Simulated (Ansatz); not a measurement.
Relaxation of BClH$_{2}$O$_{2}$ (6 atoms, charge 0, multiplicity 1), to a largest force component of 0.03 eV/Å in at most 50 steps.

Theory: UKS BLYP/def2-SVP in Ansatz.

```xyz
6
Properties=species:S:1:pos:R:3
B 0.265 0.320 -0.121
O 0.464 -0.874 0.662
O -0.766 0.344 -1.004
H -1.160 -0.544 -0.910
Cl 1.380 1.691 -0.016
H -0.183 -0.936 1.389
```

Problem. Where does it end, and by what steps?

Solution. It converged. After 8 steps the energy has fallen by 0.318 eV; O2 moved furthest, 0.49 Å.

```tsv
step	energy less start (eV)	largest force component (eV/Å)	accepted
0	0.0000	1.517	yes
1	-0.0652	0.956	yes
2	-0.0800	1.141	yes
3	-0.1991	1.126	yes
4	0.0520	3.098	no
5	-0.2614	0.277	yes
6	-0.3017	0.293	yes
7	-0.3090	0.085	yes
8	-0.3181	0.027	yes
```

```xyz
6
Properties=species:S:1:pos:R:3
B 0.284 0.330 -0.033
O 0.462 -0.533 1.017
O -0.698 0.268 -0.986
H -1.305 -0.490 -0.900
Cl 1.450 1.678 -0.169
H -0.193 -1.253 1.072
```

Whether the end is a true minimum wasn't checked by a vibrational analysis.

The run took 14 s on 2 threads of Arm Neoverse V1, on a shared host, peak memory 0.15 GiB.
